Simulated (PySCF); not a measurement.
# [CrO3Cl]-: computed shieldings and shifts

[CrO3Cl]-, [ClCrO3]-, point group C3v.

Cartesian coordinates in Å; atom numbers follow the order of the lines, from 1:
```xyz
5

Cr    0.0671    0.1264    0.0631
O     0.0029    0.0024    1.6254
O     1.5518    0.1433   -0.4381
O    -0.7065    1.3977   -0.4328
Cl   -0.9153   -1.6698   -0.8176
```

Total charge -1.

GIAO calculations in PySCF 2.14 on the PBE0-D3(BJ)/def2-SVP structure: isolated species, non-relativistic, equivalent atoms averaged; basis pcSseg-1 (pcSseg-2 on Cr).

Q: Give the isotropic shieldings (ppm) with B3LYP, PBE, PBE0.

A: 
```tsv
atoms	environment	B3LYP	PBE	PBE0
Cr1	Cr bonded to Cl, 3 O	-2949	-2392	-3027
Cl5	chlorine bonded to Cr	919	887	945
O2/O3/O4	oxygen bonded to Cr	-924.6	-725.5	-942.6
HOMO–LUMO gap (eV)	–	5.24	3.30	5.76
```

Q: And the chemical shifts, against references computed in the same way?

A: 
```json
{"atoms": "Cr1", "nucleus, reference": "53Cr, CrO4 2-", "B3LYP": "108", "PBE": "28", "PBE0": "134"}
{"atoms": "Cl5", "nucleus, reference": "35Cl, HCl", "B3LYP": "12", "PBE": "47", "PBE0": "-2"}
{"atoms": "O2/O3/O4", "nucleus, reference": "17O, H2O", "B3LYP": "1258.6", "PBE": "1060.1", "PBE0": "1277.2"}
```

Q: Which part of the shielding of Cr1 depends on the functional?

A: Diamagnetic: B3LYP 1815, PBE 1817, PBE0 1815 ppm; paramagnetic: B3LYP -4764, PBE -4209, PBE0 -4842 ppm. The diamagnetic part, set mainly by inner electrons, hardly moves; the paramagnetic part goes with low-lying magnetically allowed excitations and carries the spread.

Unscaled 17O shifts of doubly bonded oxygen tend to come out too high, by tens of ppm or more. Experimental scales use liquid or dissolved standards, which lie at an offset from isolated H2O (liquid H2O: subtract about 36 ppm).
